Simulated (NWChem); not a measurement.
System: C$_{6}$H$_{5}$F; SMILES c1ccccc1F

Computed with NWChem. Pople sets run with spherical d functions. The level has its own optimisation; frequencies are unscaled. Brackets give each atom's bonded neighbours.

Estimate the computed values for Hartree-Fock/6-31G*. Quantities: r C–F (Å); r C–C [C(CCF)–C(CCH)] (Å); r C–C [C(CCH)–C(CCH)] (Å); r C–H (Å); highest harmonic frequency (cm⁻¹); lowest (cm⁻¹); zero-point energy (kcal/mol); dipole (D).


| Quantity | Result |
|---|---|
| r C–F (Å) | 1.331 |
| r C–C [C(CCF)–C(CCH)] (Å) | 1.378 |
| r C–C [C(CCH)–C(CCH)] (Å) | 1.386 |
| r C–H (Å) | 1.074 |
| highest harmonic frequency (cm⁻¹) | 3402 |
| lowest (cm⁻¹) | 267 |
| zero-point energy (kcal/mol) | 62.2 |
| dipole (D) | 1.68 |
